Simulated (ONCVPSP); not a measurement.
# Before and after: ONCV potential for zinc (Zn)

ONCVPSP 4.0.1 input, shortened (lines: element, Z, core and valence counts, functional; n l f; lmax; l rc ep ncon nbas qcut; lloc lpopt rc5 dvloc0; l nproj debl; icmod fcfact rcfact), PBE, scalar-relativistic:

```
  Zn 30.00    3    4        4      upf
    1    0    2.00
    2    0    2.00
    2    1    6.00
    3    0    2.00
    3    1    6.00
    3    2   10.00
    4    0    1.00
    2
    0    1.25    0.00    4    8    8.00
    1    0.95    0.00    4    8   13.30
    2    0.95    0.00    4    9   15.90
    2    5    0.95    0.00
    0    2    0.30
    1    1    4.00
    2    0    0.50
    3    3.75    1.20
```

Change: d: nproj 1; local potential polynomial inside 0.80 bohr (lpopt 5, dvloc0 0 Ha).

Cutoffs: the cutoffs (Ha) at which the residual kinetic energy of the hardest occupied pseudo-wave falls to 1 and 0.1 mHa per electron; they do not see the model core or the augmentation charge, which bear on the density cutoff. Errors are all-electron minus pseudo energies relative to the spin-unpolarised reference configuration.

Task: How do hardness, ghosts and transferability respond?

Result: The potential gets neither clearly harder nor softer (103 Ha and 114 Ha → 103 Ha and 114 Ha); of the 4 tests that both files solve, the error grows in 0 and shrinks in 2 by more than 15 % and 0.3 meV (median size 14.1 → 6.6 meV); the range in which the d phases agree widens (upper end 3.3 → 4.5); neither file shows a bound ghost.

```tsv
quantity	base	changed
cutoff, loose	103 Ha	103 Ha
cutoff, tight	114 Ha	114 Ha
bound ghosts	none	none
GHOST(+) flags under 300 eV	none	none
error for 3s2 3p6 3d10 4s2, meV [ΔE -9.89 eV]	+1.9	+1.6
error for 3s2 3p6 3d10 4s0, meV [ΔE 18.44 eV]	-0.9	-0.7
error for 3s2 3p6 3d9 4s0, meV [ΔE 58.98 eV]	-26	-12
error for 3s2 3p6 3d9 4s2 4p1, meV [ΔE 2.36 eV]	-55	+22
s: phases at 1.27 bohr within 0.05 rad from the reference energy up to (Ha; the scan ends near 5)	to the end of the scan	to the end of the scan
p: phases at 0.96 bohr within 0.05 rad from the reference energy up to (Ha; the scan ends near 5)	to the end of the scan	4.9
d: phases at 0.96 bohr within 0.05 rad from the reference energy up to (Ha; the scan ends near 5)	3.3	4.5
rms error of d²Exc/dni dnj with the model core, mHa	1.41	1.41
```
